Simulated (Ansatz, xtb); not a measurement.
**Relative energy of two structures of AsGeH5Si**

We compare X, `[SiH3][As]=[GeH2]`, a singlet, with Y, a singlet given by its coordinates. Both are isolated molecules in the gas phase, relaxed with PBE0-D3(BJ)/def2-SVP.

X (Å):

```xyz
8

As    1.1836    1.1063    1.8339
Ge    0.0364    2.6755    2.9157
Si   -0.1152    1.3147   -0.1343
H     0.7742    1.6812   -1.2800
H    -0.7475   -0.0032   -0.4525
H    -1.1928    2.3464   -0.0156
H     0.3892    3.0667    4.3615
H    -1.1540    3.4880    2.3766
```

Y (Å):

```xyz
8

As    0.7427    0.5190    1.7670
Ge    1.2533    3.0032    1.8705
Si   -0.9191    1.8104    0.7984
H    -1.1428    1.6535   -0.6654
H    -2.1823    1.9623    1.5664
H     1.4249    0.3549    0.4082
H     0.2043    3.1062    3.0713
H    -0.2650    3.2842    0.7960
```

Close contacts (Å): As1–Ge2 2.54, As1–Si3 2.32, Ge2–Si3 2.70, As1–H6 1.53, Ge2–H7 1.60, Ge2–H8 1.88, Si3–H4 1.49, Si3–H5 1.49, Si3–H8 1.61.

Energies in hartree; the thermal terms are from PBE0-D3(BJ)/def2-SVP harmonic frequencies (ideal gas, rigid rotor, one conformer each, 298.15 K, 1 atm) and include the zero-point energy:

```
                                X            Y
E, CCSD(T)/def2-TZVP  −4602.100255  −4602.093618
   zero-point energy      0.040876      0.040976
        H(298 K) − E      0.048226      0.047680
        G(298 K) − E      0.009109      0.010231
```

**Question.** Work out ΔE, ΔE₀, ΔH and ΔG for X → Y in kcal/mol (1 Eh = 627.51 kcal/mol) and the equilibrium ratio [Y]/[X].

**Answer.** 1. ΔE = −4602.093618 − (−4602.100255) = +0.006637 Eh = +4.16 kcal/mol.
2. ΔE₀ = ΔE + ΔZPE = +0.006637 + (+0.000100) Eh = +4.23 kcal/mol.
3. ΔH = ΔE + (−0.000546) Eh = +3.82 kcal/mol.
4. ΔG = ΔE + (+0.001122) Eh = +4.87 kcal/mol, so ΔS = (ΔH − ΔG)/T = −14.7 J/(mol K).
5. kT = 0.9442 mEh, so K = [Y]/[X] = exp(−ΔG/kT) = exp(−8.22) ≈ 2.7 × 10^−4.

Structure X is favoured at this temperature. An error of 1 kcal/mol in ΔG would change K by a factor of 5.4. PBE0-D3(BJ)/def2-SVP gave ΔE the other sign. Mirror images and further conformers aren't counted.

Other levels gave ΔE = −1.0 (PBE0-D3(BJ)/def2-SVP); +6.7 (HF/def2-TZVP); +4.6 (MP2/def2-TZVP) kcal/mol. The correlated steps freeze 23 core orbitals; the filled d shell of As and Ge is correlated, in a basis made for valence electrons. Programs: Ansatz 0.2.0.
